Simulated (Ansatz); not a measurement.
One change: `CB(C)C=O` becomes `CB(O)C=O`.

Ansatz, PBE0-D4/def2-TZVP geometries, multiplicity 1. Each molecule was computed in one conformer, which needn't be the lowest.

```
                                        property  `CB(C)C=O`
size of the dipole moment (B3LYP/def2-TZVPP) / D        2.86
            HOMO–LUMO gap (PBE0/def2-TZVPP) / eV        5.72
             LUMO energy (B3LYP/def2-TZVPP) / eV       -1.29
               HOMO energy (PBE/def2-TZVPP) / eV       -5.23
           HOMO energy (ωB97M-V/def2-TZVPP) / eV       -9.15
             HOMO–LUMO gap (PBE/def2-TZVPP) / eV        3.11
```

Q: What does the change do to each property? (An estimate is asked.)

A: Ansatz gave: 
```json
{"property": "size of the dipole moment (B3LYP/def2-TZVPP) / D", "`CB(O)C=O`": "1.75", "shift": "-1.11"}
{"property": "HOMO–LUMO gap (PBE0/def2-TZVPP) / eV", "`CB(O)C=O`": "5.16", "shift": "-0.56"}
{"property": "LUMO energy (B3LYP/def2-TZVPP) / eV", "`CB(O)C=O`": "-2.45", "shift": "-1.16"}
{"property": "HOMO energy (PBE/def2-TZVPP) / eV", "`CB(O)C=O`": "-5.80", "shift": "-0.57"}
{"property": "HOMO energy (ωB97M-V/def2-TZVPP) / eV", "`CB(O)C=O`": "-9.72", "shift": "-0.57"}
{"property": "HOMO–LUMO gap (PBE/def2-TZVPP) / eV", "`CB(O)C=O`": "2.52", "shift": "-0.59"}
```

With PBE0 the HOMO falls by 0.59 eV and the LUMO falls by 1.15 eV, so the gap narrows by about 0.56 eV. PBE moves the HOMO by -0.57 eV and ωB97M-V by -0.57 eV. The zero-point energy changes by -51.5 kJ/mol with -6 modes. Dipoles are sizes alone; their direction can turn.

B3LYP here is the variant with VWN-RPA as its local correlation; programs differ in this.
